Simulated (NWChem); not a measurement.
The numbers come from NWChem runs, not from measurements. System: AuCl, charge 0, spin multiplicity 1, at a geometry optimised with PBE0/def2-SVP with def2 effective core potentials on Au. The structure started from a generated list of species. Level: PBE/def2-TZVPD with def2 effective core potentials on Au.

Job file:

```
start mol
memory heap 200 mb stack 900 mb global 1100 mb
geometry units angstroms nocenter noautoz
  Au     0.000000     0.000000    -0.398964
  Cl     0.000000     0.000000     1.854009
  symmetry group C2v
end
basis spherical
  * library def2-tzvpd
end
ecp
  Au library def2-ecp
end
dft
  xc xpbe96 cpbe96
  semidirect memsize 60000000 filesize 0
  iterations 100
end
task dft energy
```

NWChem printed:

```
             Northwest Computational Chemistry Package (NWChem) 7.3.0
             --------------------------------------------------------

                                NWChem Input Module
                                -------------------

 Scaling coordinates for geometry "geometry" by  1.889725989
 (inverse scale =  0.529177249)

 Turning off AUTOSYM since
 SYMMETRY directive was detected!

                             Geometry "geometry" -> ""
                             -------------------------

 Output coordinates in angstroms (scale by  1.889725989 to convert to a.u.)

  No.       Tag          Charge          X              Y              Z
 ---- ---------------- ---------- -------------- -------------- --------------
    1 Au                  79.0000     0.00000000     0.00000000    -0.39896400
    2 Cl                  17.0000     0.00000000     0.00000000     1.85400900

 Effective nuclear repulsion energy (a.u.)     315.4432145466

            Nuclear Dipole moment (a.u.)
            ----------------------------
        X                 Y               Z
 ---------------- ---------------- ----------------
     0.0000000000     0.0000000000    -0.0000056692

      Symmetry information
      --------------------

 Group name             C2v
 Group number             16
 Group order               4
 No. of unique centers     2

      Symmetry unique atoms

     1    2


 Summary of "ao basis" -> "" (spherical)
 ------------------------------------------------------------------------------
       Tag                 Description            Shells   Functions and Types
 ---------------- ------------------------------  ------  ---------------------
 *                         def2-tzvpd                 on all atoms

 Summary of "ao basis" -> "ao basis" (spherical)
 ------------------------------------------------------------------------------
       Tag                 Description            Shells   Functions and Types
 ---------------- ------------------------------  ------  ---------------------
 Au                        def2-tzvpd               15       43   6s5p3d1f
 Cl                        def2-tzvpd               16       46   6s6p3d1f

 Summary of "ao basis" -> "ao basis" (spherical)
 ------------------------------------------------------------------------------
       Tag                 Description            Shells   Functions and Types
 ---------------- ------------------------------  ------  ---------------------
 Au                        def2-tzvpd               15       43   6s5p3d1f
 Cl                        def2-tzvpd               16       46   6s6p3d1f

      Symmetry analysis of basis
      --------------------------

        a1         39
        a2          8
        b1         21
        b2         21

            General Information
            -------------------
          SCF calculation type: DFT
          Wavefunction type:  closed shell.
          No. of atoms     :     2
          No. of electrons :    36
           Alpha electrons :    18
            Beta electrons :    18
          Charge           :     0
          Spin multiplicity:     1
          Use of symmetry is: on ; symmetry adaption is: on
          Maximum number of iterations: 100
          AO basis - number of functions:    89
                     number of shells:    31
          Convergence on energy requested:  1.00D-06
          Convergence on density requested:  1.00D-05
          Convergence on gradient requested:  5.00D-04

              XC Information
              --------------
          PerdewBurkeErnzerhof Exchange Functional  1.000
            Perdew 1991 LDA Correlation Functional  1.000 local
           PerdewBurkeErnz. Correlation Functional  1.000 non-local

             Grid Information
             ----------------
          Grid used for XC integration:  medium
          Radial quadrature: Mura-Knowles
          Angular quadrature: Lebedev.
          Tag              B.-S. Rad. Rad. Pts. Rad. Cut. Ang. Pts.
          ---              ---------- --------- --------- ---------
          Au                  1.35      123          12.0       590
          Cl                  1.00       88          12.0       590
          Grid pruning is: on
          Number of quadrature shells:   211
          Spatial weights used:  Erf1

          Convergence Information
          -----------------------
          Convergence aids based upon iterative change in
          total energy or number of iterations.
          Levelshifting, if invoked, occurs when the
          HOMO/LUMO gap drops below (HL_TOL):  1.00D-02
          DIIS, if invoked, will attempt to extrapolate
          using up to (NFOCK): 10 stored Fock matrices.

                    Damping( 0%)  Levelshifting(0.5)       DIIS
                  --------------- ------------------- ---------------
          dE  on:    start            ASAP                start
          dE off:    2 iters        100 iters           100 iters

      Screening Tolerance Information
      -------------------------------
          Density screening/tol_rho:  1.00D-10
          AO Gaussian exp screening on grid/accAOfunc:  14
          CD Gaussian exp screening on grid/accCDfunc:  20
          XC Gaussian exp screening on grid/accXCfunc:  20
          Schwarz screening/accCoul:  1.00D-08

      Superposition of Atomic Density Guess
      -------------------------------------

 Sum of atomic energies:        -611.96671275

      Non-variational initial energy
      ------------------------------

 Total energy =    -594.122709
 1-e energy   =   -1023.484099
 2-e energy   =     353.495300
 HOMO         =      -0.407800
 LUMO         =      -0.184043

      Symmetry analysis of molecular orbitals - initial
      -------------------------------------------------

 !! scf_movecs_sym_adapt:   58 vectors were symmetry contaminated

  Symmetry fudging

 !! scf_movecs_sym_adapt:   54 vectors were symmetry contaminated

  Numbering of irreducible representations:

     1 a1          2 a2          3 b1          4 b2

  Orbital symmetries:

     1 a1          2 a1          3 a1          4 b2          5 b1
     6 a1          7 a1          8 b2          9 b1         10 a1
    11 a1         12 b2         13 b1         14 a1         15 a2
    16 a1         17 b1         18 b2         19 a1         20 b1
    21 b2         22 a1         23 b1         24 b2         25 a1
    26 a1         27 a2         28 a1

------------------------------------------------------------
EAF file 0: "./mol.aoints.0" size=524288 bytes
------------------------------------------------------------
               write      read    awrite     aread      wait
               -----      ----    ------     -----      ----
     calls:        1         0         0         0         0
   data(b): 5.24e+05  0.00e+00  0.00e+00  0.00e+00
   time(s): 0.00e+00  0.00e+00  0.00e+00  0.00e+00  0.00e+00
rate(mb/s): 0.00e+00  0.00e+00
------------------------------------------------------------

 !! scf_movecs_sym_adapt:   14 vectors were symmetry contaminated

  Symmetry fudging

 !! scf_movecs_sym_adapt:   10 vectors were symmetry contaminated

   convergence    iter        energy       DeltaE   RMS-Dens  Diis-err    time
 ---------------- ----- ----------------- --------- --------- ---------  ------
 d= 0,ls=0.0,diis     1   -595.7676938212 -6.72D+02  1.32D-02  9.16D-01     1.1

 !! scf_movecs_sym_adapt:    8 vectors were symmetry contaminated

  Symmetry fudging

 !! scf_movecs_sym_adapt:    2 vectors were symmetry contaminated

 d= 0,ls=0.0,diis     2   -595.7292852486  3.84D-02  1.05D-02  8.36D-01     1.2

 !! scf_movecs_sym_adapt:    4 vectors were symmetry contaminated

  Symmetry fudging

 !! scf_movecs_sym_adapt:    4 vectors were symmetry contaminated

 d= 0,ls=0.0,diis     3   -595.7949964951 -6.57D-02  3.94D-03  2.01D-01     1.3

 !! scf_movecs_sym_adapt:    6 vectors were symmetry contaminated

  Symmetry fudging

 !! scf_movecs_sym_adapt:    4 vectors were symmetry contaminated

 d= 0,ls=0.0,diis     4   -595.8145794721 -1.96D-02  1.27D-03  1.03D-02     1.4

 !! scf_movecs_sym_adapt:   10 vectors were symmetry contaminated

  Symmetry fudging

 !! scf_movecs_sym_adapt:    6 vectors were symmetry contaminated

 d= 0,ls=0.0,diis     5   -595.8154032044 -8.24D-04  6.91D-04  2.28D-03     1.5

 !! scf_movecs_sym_adapt:   10 vectors were symmetry contaminated

  Symmetry fudging

 !! scf_movecs_sym_adapt:    6 vectors were symmetry contaminated

  Resetting Diis
 d= 0,ls=0.0,diis     6   -595.8156946973 -2.91D-04  2.20D-04  3.87D-04     1.7

 !! scf_movecs_sym_adapt:    6 vectors were symmetry contaminated

  Symmetry fudging

 !! scf_movecs_sym_adapt:    6 vectors were symmetry contaminated

 d= 0,ls=0.0,diis     7   -595.8157500110 -5.53D-05  1.04D-04  1.51D-05     1.8

 !! scf_movecs_sym_adapt:    8 vectors were symmetry contaminated

  Symmetry fudging

 !! scf_movecs_sym_adapt:    6 vectors were symmetry contaminated

 d= 0,ls=0.0,diis     8   -595.8157461585  3.85D-06  8.63D-05  3.89D-05     1.9

 !! scf_movecs_sym_adapt:   18 vectors were symmetry contaminated

  Symmetry fudging

 !! scf_movecs_sym_adapt:    8 vectors were symmetry contaminated

 d= 0,ls=0.0,diis     9   -595.8157510594 -4.90D-06  2.13D-05  5.02D-06     2.1

 !! scf_movecs_sym_adapt:   10 vectors were symmetry contaminated

  Symmetry fudging

 !! scf_movecs_sym_adapt:    6 vectors were symmetry contaminated

 d= 0,ls=0.0,diis    10   -595.8157517148 -6.55D-07  8.80D-07  1.29D-08     2.1

         Total DFT energy =     -595.815751714803
      One electron energy =    -1025.227866960292
           Coulomb energy =      394.458484500577
    Exchange-Corr. energy =      -40.912458829577
 Nuclear repulsion energy =       75.866089574488

 Numeric. integr. density =       35.999999848863

     Total iterative time =      1.7s

                  Occupations of the irreducible representations
                  ----------------------------------------------

                     irrep           alpha         beta
                     --------     --------     --------
                     a1                9.0          9.0
                     a2                1.0          1.0
                     b1                4.0          4.0
                     b2                4.0          4.0

                       DFT Final Molecular Orbital Analysis
                       ------------------------------------

 Vector   16  Occ=2.000000D+00  E=-2.667063D-01  Symmetry=a1
              MO Center= -2.0D-14, -1.6D-15, -1.4D-02, r^2= 2.1D+00
   Bfn.  Coefficient  Atom+Function         Bfn.  Coefficient  Atom+Function
  ----- ------------  ---------------      ----- ------------  ---------------
    24     -0.502240  1 Au d  0               5      0.468704  1 Au s
     3     -0.335367  1 Au s                 29     -0.247573  1 Au d  0
    61     -0.216591  2 Cl pz                 2      0.202067  1 Au s
     6      0.163323  1 Au s                 64     -0.139737  2 Cl pz
     4     -0.120845  1 Au s                 34     -0.105032  1 Au d  0

 Vector   17  Occ=2.000000D+00  E=-2.498565D-01  Symmetry=b1
              MO Center=  2.1D-14, -2.9D-18,  1.1D+00, r^2= 2.4D+00
   Bfn.  Coefficient  Atom+Function         Bfn.  Coefficient  Atom+Function
  ----- ------------  ---------------      ----- ------------  ---------------
    59      0.459183  2 Cl px                25      0.407525  1 Au d  1
    62      0.315345  2 Cl px                56      0.219218  2 Cl px
    30      0.197871  1 Au d  1              50     -0.178615  2 Cl px
    35      0.089965  1 Au d  1              53     -0.080703  2 Cl px
    19      0.045660  1 Au px                10     -0.044545  1 Au px

 Vector   18  Occ=2.000000D+00  E=-2.498565D-01  Symmetry=b2
              MO Center= -3.9D-18, -1.5D-16,  1.1D+00, r^2= 2.4D+00
   Bfn.  Coefficient  Atom+Function         Bfn.  Coefficient  Atom+Function
  ----- ------------  ---------------      ----- ------------  ---------------
    60      0.459183  2 Cl py                23     -0.407525  1 Au d -1
    63      0.315345  2 Cl py                57      0.219218  2 Cl py
    28     -0.197871  1 Au d -1              51     -0.178615  2 Cl py
    33     -0.089965  1 Au d -1              54     -0.080703  2 Cl py
    20      0.045660  1 Au py                11     -0.044545  1 Au py

 Vector   19  Occ=0.000000D+00  E=-1.777425D-01  Symmetry=a1
              MO Center= -1.1D-15,  2.0D-15, -4.9D-01, r^2= 3.8D+00
   Bfn.  Coefficient  Atom+Function         Bfn.  Coefficient  Atom+Function
  ----- ------------  ---------------      ----- ------------  ---------------
     5      0.601402  1 Au s                  6      0.481800  1 Au s
     3     -0.379436  1 Au s                 61      0.304223  2 Cl pz
    64      0.256474  2 Cl pz                 2      0.229501  1 Au s
    24      0.209171  1 Au d  0               4     -0.160582  1 Au s
    12      0.146816  1 Au pz                21     -0.144782  1 Au pz

 Vector   20  Occ=0.000000D+00  E=-2.590005D-02  Symmetry=b1
              MO Center=  1.1D-15, -1.1D-31, -5.0D-01, r^2= 6.0D+00
   Bfn.  Coefficient  Atom+Function         Bfn.  Coefficient  Atom+Function
  ----- ------------  ---------------      ----- ------------  ---------------
    16      0.795680  1 Au px                19      0.278921  1 Au px
    10     -0.201758  1 Au px                62     -0.149899  2 Cl px
    13      0.127486  1 Au px                59     -0.118124  2 Cl px
     7      0.094742  1 Au px                65     -0.070869  2 Cl px
    56     -0.068816  2 Cl px                25     -0.049562  1 Au d  1

 Vector   21  Occ=0.000000D+00  E=-2.590005D-02  Symmetry=b2
              MO Center=  5.8D-31, -1.0D-15, -5.0D-01, r^2= 6.0D+00
   Bfn.  Coefficient  Atom+Function         Bfn.  Coefficient  Atom+Function
  ----- ------------  ---------------      ----- ------------  ---------------
    17      0.795680  1 Au py                20      0.278921  1 Au py
    11     -0.201758  1 Au py                63     -0.149899  2 Cl py
    14      0.127486  1 Au py                60     -0.118124  2 Cl py
     8      0.094742  1 Au py                66     -0.070869  2 Cl py
    57     -0.068816  2 Cl py                23      0.049562  1 Au d -1

 center of mass
 --------------
 x =   0.00000000 y =   0.00000000 z =  -0.11203018

 moments of inertia (a.u.)
 ------------------
         538.290172519765           0.000000000000           0.000000000000
           0.000000000000         538.290172519765           0.000000000000
           0.000000000000           0.000000000000           0.000000000000

     Multipole analysis of the density
     ---------------------------------

     L   x y z        total         alpha         beta         nuclear
     -   - - -        -----         -----         ----         -------
     0   0 0 0     -0.000000    -18.000000    -18.000000     36.000000

     1   1 0 0      0.000000      0.000000      0.000000      0.000000
     1   0 1 0      0.000000      0.000000      0.000000      0.000000
     1   0 0 1     -1.310344    -23.273148    -23.273148     45.235953

     2   2 0 0    -26.878283    -13.439141    -13.439141      0.000000
     2   1 1 0     -0.000000     -0.000000     -0.000000      0.000000
     2   1 0 1      0.000000      0.000000      0.000000      0.000000
     2   0 2 0    -26.878283    -13.439141    -13.439141      0.000000
     2   0 1 1      0.000000      0.000000      0.000000      0.000000
     2   0 0 2    -25.827917   -122.651359   -122.651359    219.474800

 Task  times  cpu:        2.1s     wall:        2.1s

 Total times  cpu:        2.2s     wall:        2.2s
```
